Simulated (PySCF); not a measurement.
## Correlation energy of Sb (antimony, neutral)

[Kr] 4d10 5s1 5p3 5d1, high-spin 6D determinant (an excited configuration). Calculation: PySCF 2.14, in aug-cc-pwCVTZ-DK3; the spin-free X2C one-electron Hamiltonian (Gaussian nucleus). Frozen: [Kr] 4d10; 5 electrons correlated.

| level | correlation energy (mhartree) |
| --- | --- |
| CCSD | -29.13 |
| (T) | -0.48 |
| CCSD(T) | -29.61 |

Diagnostics: T1 = 0.0035, D1 = 0.0052, largest double amplitude 0.026.

The outer electron is Rydberg-like, and this basis confines it to a smaller radius and binds it less than a complete one would.

Cost of the coupled-cluster step: of the order of 10 core-seconds, for 5 correlated electrons.
